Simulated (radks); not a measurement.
Problem. The aluminium ion Al2+, [Ne] 3s1. Calculated with a radial shooting solver on a logarithmic mesh with Libxc functionals: non-relativistic Kohn-Sham, PBE, spin-polarised, spherical densities, point nucleus. Every spin shell is full or empty, so the densities are truly spherical. Functionals are evaluated on that one density, not self-consistently. Rank these exchange functionals by their error against the exact value of the orbitals, and give that value: LDA, PBE, RPBE, OPTX, WC, AM05, revTPSS, TASK.

Solution. Exact: -17.6533 hartree. From best to worst, with 100 (|E| - |E exact|)/|E exact| (equal figures are ties): OPTX +0.03, RPBE +0.15, revTPSS -0.28, PBE -0.52, WC -1.69, TASK -2.76, AM05 -7.31, LDA -8.50.
